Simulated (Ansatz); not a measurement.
Ansatz results at the PBE0-D4/def2-TZVP geometry: LUMO energy (B3LYP/def2-TZVPP) 0.13 eV; HOMO–LUMO gap (B3LYP/def2-TZVPP) 8.08 eV; size of the dipole moment (ωB97M-V/def2-TZVPP) 1.37 D.

Each molecule was computed in one conformer, which needn't be the lowest.

(1) Which molecule gave them?
A. `C[Si](F)(F)C#N`
B. `C=CC[SiH](F)F`
C. `C=C[SiH](F)Br`
D. `CO[Si](C)(OC)O[SiH3]`

Results:

(1) D. The others give `C=CC[SiH](F)F`: -0.44, 6.91, 1.79; `C=C[SiH](F)Br`: -1.35, 6.80, 2.40; `C[Si](F)(F)C#N`: -1.16, 8.87, 3.63.

B3LYP here is the variant with VWN-RPA as its local correlation; programs differ in this.
